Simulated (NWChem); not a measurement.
CH3BO

SMILES: B.[C-]#[O+]
```xyz
6

B      1.2813     0.3800     0.0000
H      1.7441    -0.0986     1.0226
H      1.7441    -0.0986    -1.0226
H      1.2403     1.5995     0.0000
O     -1.2605    -0.3738     0.0000
C     -0.1752    -0.0520     0.0000
```
Charge 0, spin multiplicity 1.

Everything below was run with NWChem. Structure: optimised with PBE0/def2-SVP, a minimum by its harmonic frequencies.

Symmetry labels belong to the abelian group Cs used in the runs, with the axes of the coordinates shown; states degenerate in a higher group split over its labels.

B3LYP has NWChem's definition, with VWN1-RPA local correlation. The structure started from a generated list of species.

### Question
List the lowest 4 singlet excitations that TD-B3LYP/def2-SVPD, VWN1-RPA local correlation gives, with oscillator strengths.

### Answer
| state | symmetry | energy (eV) | wavelength (nm) | f |
|---|---|---|---|---|
| 1 | a" | 6.11 | 203 | 0.000 |
| 2 | a" | 6.37 | 194 | 0.013 |
| 3 | a' | 6.37 | 194 | 0.013 |
| 4 | a' | 8.05 | 154 | 0.579 |
